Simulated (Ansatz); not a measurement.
Consider the redistribution: `O[CH2][Al]([SH])[Br]` + `CBN(C)C` → `C[N](C)[Al]([SH])[Br]` + `CBCO`.

Program: Ansatz. Geometries: PBE0-D4/def2-TZVP. ΔE: electronic, gas phase. CBS: MP2 limit from def2 TZ/QZ plus the TZ coupled-cluster correction, frozen cores. DFT in def2-TZVPP. For Br outer-core shells are correlated without core-valence functions, which leaves a few kJ/mol of doubt a bond. Scalar relativity is left out up to krypton. One conformer a species, not always the lowest.

| species | r2SCAN energy (Eh) |
| --- | --- |
| `O[CH2][Al]([SH])[Br]` | -3330.56103 |
| `CBN(C)C` | -199.92140 |
| `C[N](C)[Al]([SH])[Br]` | -3350.02566 |
| `CBCO` | -180.44385 |

(1) Work out ΔE.

Largest T1 diagnostic among the species: 0.012.

Answers

(1) ΔE = (-3350.02566) + (-180.44385) − (-3330.56103) − (-199.92140) = 0.01292 Eh = +33.9 kJ/mol. CCSD(T)/CBS gives +37.6 kJ/mol.

From PBE to PBE0 (25 % exact exchange), in def2-TZVPP and without D4, ΔE moves by −3.4 kJ/mol. In def2-TZVPP, CCSD(T) changes the Hartree–Fock value by +10.0 kJ/mol (the triples alone add +2.1 kJ/mol) and MP2 by +8.0 kJ/mol.
